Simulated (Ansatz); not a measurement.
```json
{"atom": "S", "x (Å)": "0.0000", "y (Å)": "0.0000", "z (Å)": "1.1900"}
{"atom": "C", "x (Å)": "0.0000", "y (Å)": "1.2400", "z (Å)": "-0.0100"}
{"atom": "C", "x (Å)": "0.0000", "y (Å)": "-1.2400", "z (Å)": "-0.0100"}
{"atom": "C", "x (Å)": "0.0000", "y (Å)": "0.7100", "z (Å)": "-1.2700"}
{"atom": "C", "x (Å)": "0.0000", "y (Å)": "-0.7100", "z (Å)": "-1.2700"}
{"atom": "H", "x (Å)": "0.0000", "y (Å)": "2.3079", "z (Å)": "0.2085"}
{"atom": "H", "x (Å)": "0.0000", "y (Å)": "-2.3079", "z (Å)": "0.2085"}
{"atom": "H", "x (Å)": "0.0000", "y (Å)": "1.3131", "z (Å)": "-2.1780"}
{"atom": "H", "x (Å)": "0.0000", "y (Å)": "-1.3131", "z (Å)": "-2.1780"}
```

Basis set: cc-pVDZ (spherical functions). Left uncorrelated: 9 orbitals. Charge 0, multiplicity 1.

Computed with Ansatz (development build ahead of 0.2.0); each method stands on the lowest determinant of its kind that the runs found. Restricted open shells among the atoms or ions are ROHF, correlated in semicanonical orbitals with singles.

Give the atomization energy at this shape (free ground-state atoms in the same class of orbitals less the molecule, no zero-point energy) of singlet C₄H₄S by RHF-MP2, RHF.

| method | atomization energy |
| --- | --- |
| RHF-MP2 | 911.01 kcal/mol |
| RHF | 690.30 kcal/mol |
